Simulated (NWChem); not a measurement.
# C2H5ClSi; SMILES C=C([SiH3])Cl

```xyz
9

C      1.7900     0.2904     0.0000
C      0.4664     0.1137     0.0000
Si    -0.4261    -1.5434     0.0000
Cl    -0.6069     1.4938     0.0000
H      2.4548    -0.5778     0.0000
H      2.2446     1.2857     0.0000
H     -1.2866    -1.6473    -1.2143
H      0.5948    -2.6333     0.0000
H     -1.2866    -1.6473     1.2143
```
Atoms are numbered in this order, from 1.

Program: NWChem. Geometry optimised at PBE0/def2-SVP; all other runs use it. 

| quantity | level | value |
|---|---|---|
| solvation free energy (kcal/mol) in water | PBE0/def2-SVP, SMD | 2.0 |
| vertical, lowest state with f > 0.02, singlet (eV) | PBE0/def2-SVPD, TDA | 6.63 |
| anisotropy (bohr³), static | PBE0/def2-SVPD | 24.4 |
| −ε(HOMO) (eV) | PBE/def2-SVP | 6.34 |
| dipole (D) | PBE0/def2-SVP | 1.33 |
| highest harmonic frequency (cm⁻¹) | PBE0/def2-SVP | 3270 |
